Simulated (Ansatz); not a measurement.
Consider the formal exchange of groups at the Se–Si bond: `O[SiH2][SeH]` + `[Cl][AlH][Cl]` → `[Cl][Al]([Cl])[SeH]` + `O[SiH3]`.

Gas-phase electronic energies from Ansatz, PBE0-D4/def2-TZVP geometries. CBS: MP2 limit from def2 TZ/QZ plus the TZ coupled-cluster correction, frozen cores. This one scheme is used for every species. DFT in def2-TZVPP. For Se outer-core shells are correlated without core-valence functions, which leaves a few kJ/mol of doubt a bond. Scalar relativity is left out up to krypton. Each species was taken in one conformer, which may not be the lowest.

```
  level  ΔE (eV)
 PBE-D4    -0.45
ωB97M-V    -0.47
r2SCAN0    -0.50
  BHLYP    -0.50
```

**Question.** What does CCSD(T)/CBS give? (Estimate.)

**Answer.** The calculation gave: -0.51 eV. The listed levels differ from it by 0.06, 0.04, 0.01, 0.01 eV.

**Question.** What do rigid-rotor, harmonic-oscillator terms from PBE0-D4/def2-TZVP frequencies (298.15 K, 1 bar) make of the CCSD(T)/CBS value? (Best estimate.)

**Answer.** Ansatz gave: ΔZPE = +0.02 eV, ΔH = -0.48 eV, ΔS = 3 J/(mol·K), ΔG = -0.49 eV.

Largest T1 diagnostic among the species: 0.011.

Leaving LDA and LC-ωPBE aside and taking each functional with its dispersion term where it has one, the values, not all of them listed here, spread over 0.12 eV, from BHLYP-D4 to B97M-V. At CCSD(T), def2-SVP lies −0.06 eV from the extrapolated value and def2-TZVPP −0.02 eV. From BLYP to BHLYP (50 % exact exchange), in def2-TZVPP and without D4, ΔE moves by −0.05 eV.
